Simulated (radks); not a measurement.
All-electron atom: Ho2+ in [Kr] 4d10 4f13 5p6 (not the ground configuration).

All-electron calculation, scalar-relativistic Kohn-Sham, r2SCAN, spin-polarised, spherical densities, finite nucleus; open shells are filled with parallel spins first (spin-orbit coupling, left out, can overturn this in heavy ions); meta-GGA in the generalised Kohn-Sham scheme; Fermi nuclear charge, rms radius 5.2022 fm. Program: a radial shooting solver on a logarithmic mesh with Libxc functionals.

Energy parts (hartree):
total: -12612.1116
kinetic: 13637.4467
electron-nucleus: -30882.3449
Hartree: 4903.3191
exchange-correlation: -270.5325

Orbitals (lengths in bohr, moments of r in powers of bohr; <r^-3> diverges for s and p1/2; r(90%) holds 90 % of the orbital's charge):
| orbital | occ. | eigenvalue (hartree) | <r> | r(90%) | <r^-3> | <r^2> |
|---|---|---|---|---|---|---|
| 1s up | 1 | -2042.560 | 0.02074 | 0.0376 | - | 0.0005884 |
| 1s down | 1 | -2042.560 | 0.02074 | 0.0376 | - | 0.0005884 |
| 2s down | 1 | -342.8089 | 0.08807 | 0.136 | - | 0.009166 |
| 2s up | 1 | -342.8089 | 0.08807 | 0.136 | - | 0.009166 |
| 2p up | 3 | -303.6365 | 0.07806 | 0.127 | 13550 | 0.007442 |
| 2p down | 3 | -303.6364 | 0.07806 | 0.127 | 13550 | 0.007442 |
| 3s up | 1 | -77.11474 | 0.2295 | 0.336 | - | 0.06021 |
| 3s down | 1 | -77.09637 | 0.2295 | 0.336 | - | 0.06019 |
| 3p up | 3 | -65.08176 | 0.2286 | 0.342 | 2912 | 0.06059 |
| 3p down | 3 | -65.06337 | 0.2286 | 0.342 | 2913 | 0.06057 |
| 3d up | 5 | -49.80868 | 0.2078 | 0.323 | 386.7 | 0.05071 |
| 3d down | 5 | -49.79457 | 0.2078 | 0.323 | 386.9 | 0.05069 |
| 4s up | 1 | -15.69046 | 0.5202 | 0.747 | - | 0.3054 |
| 4s down | 1 | -15.65001 | 0.5202 | 0.747 | - | 0.3054 |
| 4p up | 3 | -11.72463 | 0.5518 | 0.803 | 643.7 | 0.3465 |
| 4p down | 3 | -11.68428 | 0.5519 | 0.803 | 643.5 | 0.3465 |
| 4d up | 5 | -6.34421 | 0.6003 | 0.903 | 71.55 | 0.4187 |
| 4d down | 5 | -6.30372 | 0.6005 | 0.904 | 71.51 | 0.4189 |
| 5s up | 0 | -2.42197 | 1.288 | 1.86 | - | 1.868 |
| 5s down | 0 | -2.40063 | 1.293 | 1.87 | - | 1.882 |
| 5p up | 3 | -1.51346 | 1.516 | 2.22 | 79.11 | 2.607 |
| 5p down | 3 | -1.49919 | 1.523 | 2.24 | 77.85 | 2.632 |
| 4f up | 7 | -0.54545 | 0.8970 | 1.61 | 9.060 | 1.124 |
| 4f down | 6 | -0.51100 | 0.9142 | 1.65 | 8.924 | 1.181 |
| 5d up | 0 | -0.50280 | 2.397 | 3.73 | 3.726 | 6.751 |
| 5d down | 0 | -0.49819 | 2.416 | 3.76 | 3.629 | 6.862 |
| 6p up | 0 | -0.35960 | 4.226 | 6.09 | 9.307 | 20.01 |
| 6p down | 0 | -0.35867 | 4.245 | 6.11 | 9.180 | 20.19 |

The highest occupied level is 4f down at -13.905 eV. The configuration is held as typed, so some empty levels lie below it. Spin moment in Bohr magnetons: 1. The density falls to 0.001 e/bohr^3 at r = 3.49 bohr. Summed over all electrons, <r^2> = 38.60 bohr^2, which gives a Langevin (diamagnetic) susceptibility term of -30.6 x 10^-6 cm^3/mol.
